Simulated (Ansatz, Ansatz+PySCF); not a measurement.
```csv
atom,x (Å),y (Å),z (Å)
Ti,0.0000,0.0000,0.0000
F,0.0000,0.0000,1.8340
```

Basis set: def2-SVP (spherical functions). Left uncorrelated: 6 orbitals. Correlation on ROHF uses semicanonical orbitals with singles. Charge 0, multiplicity 4.

Computed with Ansatz (development build ahead of 0.2.0); each method stands on the lowest determinant of its kind that the runs found. Restricted functionals stand beside restricted open-shell atoms, which can lie above the unrestricted atoms usual in DFT and then raise those values.

The atomization energy at this shape (free ground-state atoms in the same class of orbitals less the molecule, no zero-point energy) of quartet TiF:

```
                        method  atomization energy
          ωB97X (unrestricted)        539.6 kJ/mol
 ωB97X (restricted open-shell)        542.7 kJ/mol
         r²SCAN (unrestricted)        624.8 kJ/mol
r²SCAN (restricted open-shell)        635.2 kJ/mol
           PBE0 (unrestricted)        579.2 kJ/mol
  PBE0 (restricted open-shell)        582.6 kJ/mol
            PBE (unrestricted)        635.8 kJ/mol
   PBE (restricted open-shell)        640.4 kJ/mol
                      ROHF-MP2        534.4 kJ/mol
                          ROHF        410.8 kJ/mol
```

(1) What does UHF give?

Results:

(1) 400.9 kJ/mol. Caution for r²SCAN (unrestricted), PBE (unrestricted): a free atom is spin contaminated.
